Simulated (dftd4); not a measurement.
C$_{2}$H$_{5}$O (SMILES C[CH-]O), charge -1, singlet, geometry from GFN2-xTB; D4 for tpssh (dftd4).

The dftd4 input:
```
$ dftd4 mol.xyz --func tpssh --charge -1 --json dftd4.json --noedisp --grad

# file mol.xyz
8

C      1.11701280    -0.45538201     0.16584940
C      0.08054857     0.68537464     0.06351505
O     -1.26679294     0.00053142    -0.21741353
H     -1.54067912    -0.29799928     0.65522787
H      0.27418481     1.16455386    -0.94448532
H      2.12245125    -0.01877928     0.23543440
H      0.95379974    -1.03911597     1.08571755
H      1.13921864    -1.19286638    -0.66877288
```

Output, abridged:

```
                    ____  _____ _____     ____  _  _
      -------------|  _ \|  ___|_   _|---|  _ \| || |------------
     |             | | | | |_    | | ___ | | | | || |_           |
     |             | |_| |  _|   | ||___|| |_| |__   _|          |
     |             |____/|_|     |_|     |____/   |_|            |
     |             ===================================           |
     |            E. Caldeweyher, S. Ehlert & S. Grimme          |
     |          Mulliken Center for Theoretical Chemistry        |
     |                    University of Bonn                     |
      -----------------------------------------------------------

Rational (Becke-Johnson) damping: tpssh-D4-ATM
---------------------
  s6         1.0000
  s8         1.8590
  s9         1.0000
  a1         0.4429
  a2         4.6023
 alp        16.0000
--------------------

Dispersion energy:      -5.2911473904131E-03 Eh

Gradient norm:           4.8055615193274E-04 Eh/a0
--------------------------------------------------
     #    Z           dE/dx      dE/dy      dE/dz
--------------------------------------------------
     1    6 C     2.684E-04 -1.404E-04  3.395E-05
     2    6 C     4.245E-05  1.221E-04 -1.680E-05
     3    8 O    -3.223E-04 -1.043E-05  7.132E-06
     4    1 H    -3.363E-05  3.692E-05 -6.840E-05
     5    1 H    -4.727E-05 -1.128E-05  3.033E-05
     6    1 H     2.048E-05 -2.600E-05  7.908E-06
     7    1 H     4.201E-05  1.193E-05 -3.060E-05
     8    1 H     2.982E-05  1.725E-05  3.649E-05
--------------------------------------------------

Virial:
--------------------------------------------------
      component           x          y          z
--------------------------------------------------
          x       1.640E-03 -4.119E-04  3.220E-04
          y      -4.119E-04  1.719E-04  3.186E-05
          z       3.220E-04  3.186E-05 -2.385E-04
--------------------------------------------------

[Info] Dispersion results written to 'dftd4.txt'
[Info] JSON dump of results written to 'dftd4.json'
```
